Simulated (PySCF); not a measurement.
## UHF on Mn⁺ (manganese, charge +1)

Configuration: [Ar] 3d5 4s1, high-spin 7S determinant. All numbers are calculated (PySCF 2.14, the spin-free X2C one-electron Hamiltonian (Gaussian nucleus), in Sapporo-DKH3-DZP-2012 (6s5p3d1f, 43 functions)).

| Quantity | Value |
| --- | --- |
| Total energy | -1157.134961 hartree |
| One-electron energy | -1587.7497 hartree |
| Hartree (Coulomb) energy | 481.9935 hartree |
| Exchange energy | -51.3787 hartree |
| ⟨S²⟩ | 12.0003 |
| ⟨L²⟩ | 0.000 |
| Sum of ⟨r⟩ | 17.88 bohr |
| Sum of ⟨r²⟩ | 25.96 bohr² |
| Langevin diamagnetic susceptibility | -20.6 ×10⁻⁶ cm³/mol |
| Time after the integrals | 0.13 s of wall time on 1 thread of Intel(R) Xeon(R) 6975P-C (shared host) |

```tsv
shell	electrons	mean orbital energy (hartree)	rms radius, mean of both spins (bohr)
1s α	1	-242.77718	0.0703
1s β	1	-242.77334	0.0703
2s α	1	-29.88680	0.302
2s β	1	-29.75189	0.302
2p α	3	-25.24494	0.273
2p β	3	-25.11524	0.273
3s α	1	-4.38522	0.916
3s β	1	-3.96479	0.916
3p α	3	-3.03631	0.988
3p β	3	-2.53634	0.988
3d α	5	-0.92649	1.29
4s α	1	-0.55017	3.08
```

Densities and radii are taken from the X2C orbitals without a picture-change correction, which distorts them close to the nucleus.
